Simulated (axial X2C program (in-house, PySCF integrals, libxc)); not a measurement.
# Worked dissociation energy of GaO: CCSD, scalar-relativistic

All values were computed with an in-house relativistic program for diatomic molecules. Spin-free means the one-electron spin-free X2C Hamiltonian. Basis: Ga dyall-cv3z [9s9p7d4f1g], O dyall-av3z [7s6p3d2f] (cores contracted in-house); Gaussian nuclei, density fitting, unrestricted open shells. Masses: Ga 68.926 u, O 15.995 u.

Molecular state: M_S = 1/2, Λ = 0 (beyond evenly filled blocks: σα).

Correlated methods: 9 electrons correlated (number of frozen shells: Ga 3 s, 2 p, 1 d; O 1 s), 259 virtual spin orbitals or spinors in MP2, 90 natural virtuals in coupled cluster.

```
E(Ga) (2M_S = 1, M_L = 0) : -1942.279474 hartree
E(O) (2M_S = 2, M_L = 0)  : -75.038084 hartree
E(GaO) at Re              : -2017.459243 hartree
ωe                        : 714.3 cm⁻¹
ωexe                      : 5.53 cm⁻¹
```

(1) Work out De and D0.

The state is one determinant whose occupation by symmetry is held fixed; it was picked as the lowest of a PBE0 search that is not exhaustive. De is counted from the lowest determinant-based energies of the atoms at the same level, without counterpoise correction. CCSD ran in a truncated set of natural virtual spinors with an MP2 remainder; without triples it tends to underbind. The T1 diagnostic is large, a sign of multireference character. With the outer-core shells frozen, correlated bond lengths of heavy atoms tend to come out a few hundredths of an ångström too long. Spin-free De lacks the spin–orbit lowering of the heavy p-block atom, a tenth of an eV or more for 4p and 5p, up to an eV for 6p and one to two eV for 7p atoms, less what an open-shell molecule gains itself.

Each atomic determinant is the lowest at this level and need not be a pure term. Totals compare only within one Hamiltonian and basis.

Results:

(1) De = -1942.279474 + (-75.038084) − (-2017.459243) = 0.14169 hartree = 3.855 eV. The zero-point energy is ωe/2 − ωexe/4 = 356 cm⁻¹ = 0.044 eV, so D0 = 3.811 eV.
